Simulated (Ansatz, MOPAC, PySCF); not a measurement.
Stepwise substitution at one centre (Ge F-Cl). All species are isolated molecules in the gas phase. Strings in code marks are SMILES.

Quantity: redistribution energy (mixed species minus the weighted end members), in kcal/mol. Semi-empirical values (MOPAC) are differences of heats of formation.

Level 1: frozen-core MP2/cc-pVTZ // B3LYP-D3(BJ)/def2-TZVP (Ansatz, a program for electronic structure)
Level 2: PBE/6-31G* // B3LYP-D3(BJ)/def2-TZVP (PySCF)
Level 3: PM3 // B3LYP-D3(BJ)/def2-TZVP (MOPAC)
Level 4: PM6 // B3LYP-D3(BJ)/def2-TZVP (MOPAC)

| species | level 1 | level 2 | level 3 | level 4 |
|---|---|---|---|---|
| 2 of 4 F replaced by Cl: `[Ge]([F])([F])([Cl])[Cl]` | 0.51 | -2.11 | 2.68 | ___ |
| 1 of 4 F replaced by Cl: `[F][Ge]([F])([F])[Cl]` | 0.31 | ___ | 1.96 | -0.99 |
| 3 of 4 F replaced by Cl: `[F][Ge]([Cl])([Cl])[Cl]` | ___ | -1.67 | 2.05 | -1.52 |

**Question.** Complete the blanks.

**Answer.** 
- 2 of 4 F replaced by Cl: `[Ge]([F])([F])([Cl])[Cl]`, level 4: -1.70
- 1 of 4 F replaced by Cl: `[F][Ge]([F])([F])[Cl]`, level 2: -1.50
- 3 of 4 F replaced by Cl: `[F][Ge]([Cl])([Cl])[Cl]`, level 1: 0.45
